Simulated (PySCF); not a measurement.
Chlorine: a sound run and one with changed settings

Sound run: Cl²⁺ [Ne] 3s2 3p3, Cl³⁺ [Ne] 3s2 3p2. All numbers are calculated (PySCF 2.14, scalar relativity by spin-free X2C-1e, in x2c-TZVPall (5s5p2d1f, 37 functions)). In the sound run the correlated levels freeze [Ne]. The sound run starts from symmetry-adapted Hartree-Fock orbitals and uses a fine grid where one is needed.

Changed run: the non-relativistic Hamiltonian (point nucleus). This setting is unsound on purpose.

```csv
species,method,sound run (hartree),changed run (hartree),converged
Cl²⁺,UHF,-459.62612,-457.96219,yes
Cl²⁺,MN15,-460.28173,-458.59711,yes
Cl²⁺,TPSS,-460.23503,-458.56727,yes
Cl²⁺,MP2,-459.71912,-458.05526,yes
Cl²⁺,CCSD(T),-459.74386,-458.08014,yes
Cl³⁺,UHF,-458.19499,-456.53173,yes
Cl³⁺,MN15,-458.82256,-457.13819,yes
Cl³⁺,TPSS,-458.77807,-457.11080,yes
Cl³⁺,MP2,-458.26490,-456.60170,yes
Cl³⁺,CCSD(T),-458.29076,-456.62778,yes
```

Ionisation energy of Cl²⁺:

```tsv
method	sound run (eV)	changed run (eV)
UHF	38.943	38.925
MN15	39.706	39.699
TPSS	39.646	39.633
MP2	39.572	39.553
SCS-MP2	39.378	39.360
CCSD	39.507	39.487
CCSD(T)	39.541	39.521
```

Most of the change in total energy is the relativistic energy itself. On top of that the contraction fixes the core shape for the Hamiltonian it was made with, so the changed run is not a good calculation with the other Hamiltonian either.

For comparison, NIST gives 39.8 ± 0.11 eV between the lowest levels.
